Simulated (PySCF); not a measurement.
## GeB⁻: one state, many levels of theory

State: ³Π (triplet), unpaired electrons σ ↑, π ↑. Set-up: PySCF, no relativity, basis sets Ge def2-SVPD, B def2-SVPD. De refers to Ge⁻ + B in their high-spin ground configurations, without counterpoise correction. The functionals are run spin-unrestricted. A positive dipole points towards B; it is taken about the centre of mass and depends on that origin. Levels whose curve was spin-contaminated or gave no clean fit are not listed.

```json
{"Level": "ROHF", "Re (Å)": "1.889", "ωe (cm⁻¹)": "804", "De (eV)": "n/a", "μ (D)": "-2.36"}
{"Level": "ROHF-MP2", "Re (Å)": "1.932", "ωe (cm⁻¹)": "701", "De (eV)": "n/a", "μ (D)": "n/a"}
{"Level": "ROHF-SCS-MP2", "Re (Å)": "1.933", "ωe (cm⁻¹)": "702", "De (eV)": "n/a", "μ (D)": "n/a"}
{"Level": "PBE", "Re (Å)": "1.933", "ωe (cm⁻¹)": "698", "De (eV)": "n/a", "μ (D)": "-3.41"}
{"Level": "PBEsol", "Re (Å)": "1.924", "ωe (cm⁻¹)": "710", "De (eV)": "n/a", "μ (D)": "-3.37"}
{"Level": "PW91", "Re (Å)": "1.931", "ωe (cm⁻¹)": "699", "De (eV)": "n/a", "μ (D)": "-3.40"}
{"Level": "r²SCAN", "Re (Å)": "1.916", "ωe (cm⁻¹)": "727", "De (eV)": "3.79", "μ (D)": "-3.01"}
{"Level": "PBE0", "Re (Å)": "1.914", "ωe (cm⁻¹)": "733", "De (eV)": "n/a", "μ (D)": "-3.18"}
{"Level": "r²SCAN0", "Re (Å)": "1.905", "ωe (cm⁻¹)": "745", "De (eV)": "3.53", "μ (D)": "-2.87"}
{"Level": "CAM-B3LYP", "Re (Å)": "1.898", "ωe (cm⁻¹)": "749", "De (eV)": "n/a", "μ (D)": "-3.19"}
```

The bond length runs from 1.889 Å (ROHF) to 1.933 Å (ROHF-SCS-MP2).

Correlated steps freeze 10 core orbitals. Spin–orbit coupling is left out. For an ion De counts to the pair picked by the measured ionisation energies or electron affinities, which need not be the lowest pair at this level. The highest Kohn–Sham level is positive in this anion. Much of that is self-interaction error, but it also means that the finite basis helps to hold the extra electron. UHF is strongly spin-contaminated for GeB⁻, so the ROHF reference used there is far from stable. The state is the lowest determinant that a PBE0 search found; another state may lie lower at other levels.

The whole job (state search and all levels along the bond) took about 3.9 min on 1 thread of Arm Neoverse V1 (shared host), peak memory 0.8 GiB.
